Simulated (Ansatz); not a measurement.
Computed with Ansatz on PBE0-D4/def2-TZVP structures; ΔE is electronic, products minus reactants. CCSD(T)/CBS adds triple-zeta CCSD(T) − MP2 to the extrapolated MP2 energy (def2 sets, frozen cores). For Ge outer-core shells are correlated without core-valence functions, which leaves a few kJ/mol of doubt a bond. Scalar relativity is left out up to krypton. Each species was taken in one conformer, which may not be the lowest.

`C[N]([GeH3])[SiH2]F` + `BB(F)OC` → `COB(F)[SiH2]F` + `B[N](C)[GeH3]`  (redistribution)

| species | CCSD(T)/CBS(def2) energy (Eh) |
| --- | --- |
| `C[N]([GeH3])[SiH2]F` | -2562.63827 |
| `BB(F)OC` | -265.67389 |
| `COB(F)[SiH2]F` | -629.84323 |
| `B[N](C)[GeH3]` | -2198.49616 |

Work out ΔE.

ΔE = (-629.84323) + (-2198.49616) − (-2562.63827) − (-265.67389) = -0.02723 Eh = -0.74 eV.

Largest T1 diagnostic among the species: 0.013.

In def2-TZVPP, CCSD(T) changes the Hartree–Fock value by −0.18 eV (the triples alone add −0.04 eV) and MP2 by −0.16 eV. From PBE to PBE0 (25 % exact exchange), in def2-TZVPP and without D4, ΔE moves by +0.09 eV.
